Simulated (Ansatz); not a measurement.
Cost and result for the atomization energy of C₂H₇GeNO, SMILES `C[N]1[CH2][GeH]1[OH]` (12 atoms, 12 bonds).

```xyz
12

C     0.269   -0.476   -1.623
N    -0.352   -0.136   -0.370
C    -0.164    1.241    0.148
Ge    0.268   -0.180    1.356
O    -0.847   -0.903    2.521
H    -0.277   -0.010   -2.452
H     1.320   -0.155   -1.700
H     0.235   -1.558   -1.770
H    -1.066    1.845    0.229
H     0.682    1.802   -0.261
H     1.682   -0.602    1.731
H    -1.749   -0.868    2.189
```

The species carries charge 0 and has multiplicity 1. Correlated methods include outer-core shells of Ge, which these sets cover unevenly. Scalar relativity is left out up to krypton. The structure was optimised at the PBE0-D4/def2-TZVP level. It is one conformer, not always the lowest. Program: Ansatz. All runs use 4 threads of an Intel Xeon Platinum 8175M on a shared host. Times are those of one run each, without the atoms' runs, and a repeat can differ threefold. Electronic energies, without spin–orbit coupling; frozen cores. CCSD(T)/CBS adds CCSD(T) − MP2 in def2-TZVPP to the MP2 limit, and its time is that of the two runs behind it. T1 = 0.012. With those shells the extrapolation isn't a true limit. B3LYP takes the VWN-RPA correlation (the form of Gaussian; ORCA's B3LYP/G).

CCSD(T)/CBS is a level of theory with its own doubt, some kJ/mol a heavy atom from the limit and from the frozen cores, so smaller differences don't rank the functionals.

```tsv
level	functions	wall time	atomization (kcal/mol)	difference from CCSD(T)/CBS	per bond
PBE-D4/def2-TZVPP (with forces)	270	4.1 s	1042.6	21.6	1.8
PBE0-D4/def2-TZVPP	270	6.5 s	1018.6	-2.4	-0.2
r2SCAN-D4/def2-TZVPP (with forces)	270	8.5 s	1018.7	-2.3	-0.2
B3LYP-D4/def2-TZVPP (with forces)	270	9.5 s	1015.5	-5.5	-0.5
ωB97X-V/def2-TZVPP	270	11 s	1022.0	1.0	0.1
B2PLYP/def2-TZVPP	270	11 s	1006.4	-14.6	-1.2
ωB97M-V/def2-TZVPP (with forces)	270	16 s	1018.0	-3.0	-0.3
MP2/def2-QZVPP	527	45 s	1026.6	5.6	0.5
CCSD(T)/def2-TZVPP	270	4.6 min	993.1	-27.9	-2.3
CCSD(T)/CBS(def2)	–	5.4 min	1021.0	0.0	0.0
```

From PBE to PBE0 (25 % exact exchange), in def2-TZVPP and without D4, the atomization energy moves by −23.1 kcal/mol: exact exchange takes away binding that semilocal exchange gives to molecules. The D4 term adds +9.0 kcal/mol with B3LYP and +4.7 kcal/mol with PBE0; it sums over pairs of atoms, weighted by their polarisabilities, and B3LYP, whose exchange is more repulsive, gets the larger term. In def2-TZVPP, CCSD(T) changes the Hartree–Fock value by +298.1 kcal/mol (the triples alone add +18.3 kcal/mol) and MP2 by +315.1 kcal/mol; breaking electron pairs costs correlation energy, which Hartree–Fock lacks.
